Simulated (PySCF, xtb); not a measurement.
SiHClBr2, SMILES Cl[SiH](Br)Br.

Harmonic wavenumbers (cm⁻¹) from GFN2-xTB run with xtb at its own minimum, in rising order: 98, 117, 169, 369, 462, 543, 640, 669, 2399.

What does PBE-D3(BJ)/def2-SVP in PySCF give at its own minimum? (Estimate from the structure and the level; the computed values follow.)

110, 132, 190, 377, 472, 564, 742, 761, 2223. Paired by order, the mean absolute difference is 51 cm⁻¹ and the zero-point energies are 7.8 and 8.0 kcal/mol.
